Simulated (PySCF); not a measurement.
Vertical excitations of a molecule C2H5O, multiplicity 2 from TDA-CAM-B3LYP/def2-SVPD (PySCF), as energy in eV (oscillator strength): 4.88 (0.006), 5.83 (0.030), 6.05 (0.003), 6.63 (0.004), 6.81 (0.008), 6.88 (0.015), 7.28 (0.002), 7.54 (0.014), 7.58 (0.003), 7.98 (0.019). Geometry: B3LYP-D3(BJ)/def2-TZVP. The values are those of a single conformer.

**Question.** Which structure fits?
(A) CC[O]
(B) [CH2]OC
(C) [CH2]CO
(D) C[CH]O

**Answer.** C, [CH2]CO
